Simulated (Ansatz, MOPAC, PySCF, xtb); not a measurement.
Dimer: HCl (SMILES Cl) (first 2 atoms) with GeH4 (SMILES [GeH4]); geometry from B3LYP-D3(BJ)/def2-TZVP, rigid monomers moved along the line of their centres of mass till H2···H5 is 1.83 Å.
(charge 0, multiplicity 1):
| atom | x (Å) | y (Å) | z (Å) |
|---|---|---|---|
| Cl | -0.8399 | 0.8249 | -0.4813 |
| H | -1.0773 | 0.2103 | 0.6224 |
| Ge | 0.1606 | -0.0355 | 3.1882 |
| H | 0.1329 | 1.4880 | 3.3600 |
| H | -1.0460 | -0.4592 | 2.3251 |
| H | 0.0456 | -0.7278 | 4.5523 |
| H | 1.4499 | -0.4667 | 2.4788 |

Counterpoise-corrected where a basis set is named; no monomer relaxation.

The state that PM7 reach isn't checked; PM7 holds dispersion and hydrogen-bond terms.

Run with Ansatz (a quantum-chemistry and plane-wave program) with Gaussian orbitals; MOPAC for PM7 (differences of heats of formation); PySCF for the dispersion terms; xtb for the GFN methods. Each number belongs to the level named beside it.

Task: One of these levels gives -0.57 kcal/mol for the interaction energy. Which one is it?
A. r2SCAN-D3(BJ)/def2-TZVPPD
B. GFN-FF
C. r2SCAN/def2-TZVPPD
D. PM7

Result: C, r2SCAN/def2-TZVPPD. The others give 0.64 (GFN-FF), -2.09 (PM7), -0.89 (r2SCAN-D3(BJ)/def2-TZVPPD)
